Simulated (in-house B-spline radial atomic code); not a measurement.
Radial electron density of the aluminium ion Al³⁺, [He] 2s1 2p6 3s1. Level of theory: scalar-relativistic (X2C) TPSSh, spin-polarised, spherical fractional occupations, Fermi nucleus of rms radius 3.061 fm; calculated with an all-electron radial atomic-structure program (B-spline basis).

Columns: r (bohr), 4πr²n(r) (electrons per bohr), bar.

```
 0.00448   0.3316 #
 0.00536   0.4604 #
 0.00641    0.636 ##
 0.00766    0.873 ###
 0.00915    1.191 ####
  0.0109    1.605 #####
  0.0131    2.177 #######
  0.0156    2.878 #########
  0.0187    3.798 ############
  0.0223      4.9 ###############
  0.0267    6.245 ###################
  0.0319     7.77 ########################
  0.0381    9.424 #############################
  0.0455    11.09 ##################################
  0.0544    12.62 #######################################
  0.0651    13.78 ##########################################
  0.0777    14.33 ############################################
  0.0929    14.15 ###########################################
   0.111    13.22 #########################################
   0.133    11.73 ####################################
   0.159    10.17 ###############################
    0.19    9.054 ############################
   0.227    8.778 ###########################
   0.271    9.399 #############################
   0.324    10.54 ################################
   0.387    11.47 ###################################
   0.462    11.51 ###################################
   0.553     10.3 ################################
   0.661    8.094 #########################
    0.79    5.496 #################
   0.944    3.231 ##########
    1.13    1.745 #####
    1.35    1.057 ###
    1.61   0.8121 ##
    1.93   0.6533 ##
     2.3   0.4438 #
    2.75    0.224 #
    3.29  0.08104 
    3.93   0.0203 
     4.7 0.003104 
    5.61 0.0002926 
    6.71 1.313e-05
```

On this grid the curve has 2 maxima, near 0.0777, 0.462 bohr.

The 3s up radial function P(r) = rR(r), positive near the nucleus:

```csv
r (bohr),P
0.00154,0.01365
0.0022,0.01915
0.00314,0.02676
0.00448,0.03721
0.00641,0.0515
0.00915,0.0704
0.0131,0.095
0.0187,0.125
0.0267,0.1589
0.0381,0.1916
0.0544,0.2123
0.0777,0.2028
0.111,0.1395
0.159,0.003905
0.227,-0.1873
0.324,-0.3615
0.462,-0.3866
0.661,-0.1524
0.944,0.2978
1.35,0.7136
1.93,0.7869
2.75,0.4728
3.93,0.1425
5.61,0.0171
```
